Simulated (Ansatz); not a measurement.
System: ZrO, net charge 0, singlet state. SMILES: [O]=[Zr]
Coordinates optimised at B3LYP-D3(BJ)/def2-TZVP (Ansatz, a first-principles code):
```
Zr
O 1 1.7178
```
Charge 0, spin multiplicity 1.

Property: vertical ionisation energy (to the doublet state of charge +1; each state is the SCF solution reached for its spin; for the singlet the Hartree-Fock reference is unstable and T1 is 0.032), in eV. Cores are frozen in the correlated levels unless marked. UHF or UKS for open shells. No spin-orbit coupling. Frozen are the shells of the preceding noble gas and the d and f shells that filled before the atom's block. Past Kr the def2 sets carry scalar-relativistic core potentials. CBS(X,Y): correlation extrapolated as X^-3; Hartree-Fock from the larger set.

| level | program | vertical ionisation energy (eV) |
|---|---|---|
| PBE/def2-TZVPD | Ansatz | 6.76 |
| r2SCAN/def2-TZVPD | Ansatz | 6.36 |
| B3LYP/def2-TZVPD | Ansatz | 6.87 |
| PBE0/def2-TZVPD | Ansatz | 6.56 |
| CCSD/def2-SVPD | Ansatz | 6.60 |
| CCSD/def2-QZVPPD | Ansatz | 6.60 |
| CCSD/CBS(def2-TZVPPD,def2-QZVPPD) | Ansatz | 6.60 |
| CCSD(T)/def2-SVPD | Ansatz | 6.67 |
| CCSD(T)/def2-QZVPPD | Ansatz | 6.69 |
| CCSD(T)/CBS(def2-TZVPPD,def2-QZVPPD) | Ansatz | 6.69 |
